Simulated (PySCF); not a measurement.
## Ca¹⁹⁺ (calcium, charge +19): UHF calculation

Configuration: 1s1, 2S determinant. Calculation: PySCF 2.14, in an even-tempered Gaussian basis (17 s from 15 bohr⁻², ratio 2.2; 7 p from 23 bohr⁻², ratio 2.4; 4 d from 70 bohr⁻², ratio 2.4; 3 f from 100 bohr⁻², ratio 2.4; 3 g from 160 bohr⁻², ratio 2.4); the spin-free X2C one-electron Hamiltonian (Gaussian nucleus).

```
Total energy             : -201.075928 hartree
One-electron energy      : -201.0759 hartree
Hartree (Coulomb) energy : 6.3262 hartree
Exchange energy          : -6.3262 hartree
⟨S²⟩                     : 0.7500
⟨L²⟩                     : 0.000
Sum of ⟨r⟩               : 0.07420 bohr
Sum of ⟨r²⟩              : 0.007367 bohr²
```

| shell | electrons | mean orbital energy (eV) | rms radius, mean of both spins (bohr) |
| --- | --- | --- | --- |
| 1s α | 1 | -5471.6 | 0.0858 |

Densities and radii are taken from the X2C orbitals without a picture-change correction, which distorts them close to the nucleus.
